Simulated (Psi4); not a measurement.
A dimer, C3H8 ··· C5H5N (SMILES CCC and c1ccncc1); the first 11 atoms form monomer A.

```
22

C      1.2666    -0.1009     0.2317
C     -0.0302     0.5862    -0.1884
C     -1.2442    -0.3341    -0.0919
H      2.1219     0.5729     0.1540
H      1.4699    -0.9718    -0.3965
H      1.2086    -0.4484     1.2662
H     -0.1927     1.4698     0.4358
H      0.0680     0.9529    -1.2145
H     -2.1603     0.1762    -0.3951
H     -1.3845    -0.6917     0.9313
H     -1.1231    -1.2111    -0.7327
C      0.4270     0.2779    -4.9991
C      1.6823    -0.1826    -4.6266
C      1.8039    -1.4965    -4.1888
N      0.7771    -2.3425    -4.1068
C     -0.4233    -1.8887    -4.4674
C     -0.6505    -0.5934    -4.9182
H      0.2913     1.2945    -5.3453
H      2.5520     0.4592    -4.6724
H      2.7711    -1.8870    -3.8904
H     -1.2441    -2.5942    -4.3925
H     -1.6478    -0.2804    -5.1975
```

What interaction energy does SAPT0/jun-cc-pVDZ, frozen core (Psi4) give, and which attractive term is the largest?

Total -4.59 kJ/mol: electrostatics -0.57, exchange 0.83, induction -0.15, dispersion -4.69. The most attractive term is dispersion.
